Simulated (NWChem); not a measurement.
System: C₂H₇FSi; SMILES C[SiH](F)C

```xyz
11

Si    -0.0597    -0.3640     0.0000
C      0.7884     0.2298     1.5508
C      0.7884     0.2298    -1.5508
F     -1.5838     0.2295     0.0000
H     -0.1842    -1.8522     0.0000
H      1.8143    -0.1677     1.6103
H      0.2451    -0.0994     2.4497
H      0.8473     1.3293     1.5707
H      0.2451    -0.0994    -2.4497
H      1.8143    -0.1677    -1.6103
H      0.8473     1.3293    -1.5707
```
Atoms are numbered in this order, from 1.

Results from NWChem. Medium grid unless said otherwise, to which SCAN and Minnesota functionals are sensitive. All runs use the structure optimised with PBE0/def2-SVP. Total energies of different functionals are on different scales.

```json
[
 {"level": "B3LYP/def2-SVP", "energy (Ha)": "-469.6356", "highest occupied level (eV)": "-8.57", "orbital gap (eV)": "9.90", "dipole (D)": "1.89"},
 {"level": "PBE/def2-SVP", "energy (Ha)": "-469.2412", "highest occupied level (eV)": "-7.36", "orbital gap (eV)": "8.01", "dipole (D)": "1.81"},
 {"level": "BP86/def2-SVP", "energy (Ha)": "-469.6303", "highest occupied level (eV)": "-7.47", "orbital gap (eV)": "8.05", "dipole (D)": "1.81"},
 {"level": "r2SCAN0/def2-SVP", "energy (Ha)": "-469.4706", "highest occupied level (eV)": "-9.08", "orbital gap (eV)": "10.89", "dipole (D)": "1.98"},
 {"level": "Hartree-Fock/def2-SVP", "energy (Ha)": "-468.0380", "highest occupied level (eV)": "-12.27", "orbital gap (eV)": "16.72", "dipole (D)": "2.12"},
 {"level": "B97-D/def2-SVP", "energy (Ha)": "-469.5016", "highest occupied level (eV)": "-7.39", "orbital gap (eV)": "?", "dipole (D)": "1.82"},
 {"level": "M06-L/def2-SVP", "energy (Ha)": "-469.5866", "highest occupied level (eV)": "-7.74", "orbital gap (eV)": "8.85", "dipole (D)": "1.93"},
 {"level": "M06-2X/def2-SVP", "energy (Ha)": "-469.5094", "highest occupied level (eV)": "-10.06", "orbital gap (eV)": "12.42", "dipole (D)": "1.93"},
 {"level": "MN15/def2-SVP", "energy (Ha)": "-469.2647", "highest occupied level (eV)": "-9.51", "orbital gap (eV)": "11.56", "dipole (D)": "1.89"},
 {"level": "PW91/def2-SVP", "energy (Ha)": "-469.5196", "highest occupied level (eV)": "-7.42", "orbital gap (eV)": "8.02", "dipole (D)": "1.81"}
]
```

Task: Fill in the missing entries.

Result: 
- B97-D/def2-SVP, orbital gap (eV): 8.21
